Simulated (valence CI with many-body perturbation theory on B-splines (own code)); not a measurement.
**Missing levels of Te XXXVIII**

Method: relativistic CI+MBPT: five valence electrons over a frozen Dirac-Fock core [Ne], radial functions for each j: 11 s, 11 p, 10 d, 8 f, 5 g, 2 h, with the one-electron correlation potential Σ1 (screened to all orders), the two-electron term Σ2, the three-electron term Σ3, Breit, model QED; selected single and double excitations, second order for the rest, scaled by the run's own slope (own B-spline code, finite nucleus).

The last digits are not significant, and no measured levels were compared; by estimate large intervals hold to a few tenths of a per cent, small ones and those within an open d or f shell to about a per cent. Among the levels kept, up to 4700 cm⁻¹ of a level comes from second order outside the variational space, and about a tenth of that is noise between levels of different J, which matters for small intervals.

```
                             Level  E (cm⁻¹)
        (3s^2 3p1/2^2 3p3/2) J=3/2         0
        (3s^2 3p1/2 3p3/2^2) J=3/2    472970
        (3s^2 3p1/2 3p3/2^2) J=5/2    535550
        (3s^2 3p1/2 3p3/2^2) J=1/2    612620
              (3s^2 3p3/2^3) J=3/2         ?
        (3s^2 3p1/2^2 3d3/2) J=3/2   1160600
        (3s 3p1/2^2 3p3/2^2) J=5/2   1237800
        (3s^2 3p1/2^2 3d5/2) J=5/2         ?
        (3s 3p1/2^2 3p3/2^2) J=1/2   1438000
        (3s 3p1/2^2 3p3/2^2) J=3/2         ?
(3s^2 3p1/2 3p3/2 3d3/2) J=5/2 [a]         ?
(3s^2 3p1/2 3p3/2 3d3/2) J=3/2 [a]   1638200
(3s^2 3p1/2 3p3/2 3d3/2) J=1/2 [a]   1644400
    (3s^2 3p1/2 3p3/2 3d3/2) J=7/2   1692800
(3s^2 3p1/2 3p3/2 3d5/2) J=3/2 [a]   1715900
(3s^2 3p1/2 3p3/2 3d5/2) J=7/2 [a]   1758600
(3s^2 3p1/2 3p3/2 3d5/2) J=5/2 [a]   1771700
    (3s^2 3p1/2 3p3/2 3d5/2) J=9/2         ?
(3s^2 3p1/2 3p3/2 3d3/2) J=5/2 [b]         ?
(3s^2 3p1/2 3p3/2 3d3/2) J=1/2 [b]   1867300
```

Levels are named by their leading jj configuration (3d3/2^4 stands for four electrons in 3d with j = 3/2), which in mixed levels can hold well under half, so a name can repeat and another be missing. Letters in brackets count levels of one name in rising energy.

(1) The levels stand in rising order. What does the calculation give for the missing energies?

Answers

(1) (3s^2 3p3/2^3) J=3/2 1093500; (3s^2 3p1/2^2 3d5/2) J=5/2 1386900; (3s 3p1/2^2 3p3/2^2) J=3/2 1449600; (3s^2 3p1/2 3p3/2 3d3/2) J=5/2 [a] 1634300; (3s^2 3p1/2 3p3/2 3d5/2) J=9/2 1822800; (3s^2 3p1/2 3p3/2 3d3/2) J=5/2 [b] 1838400.
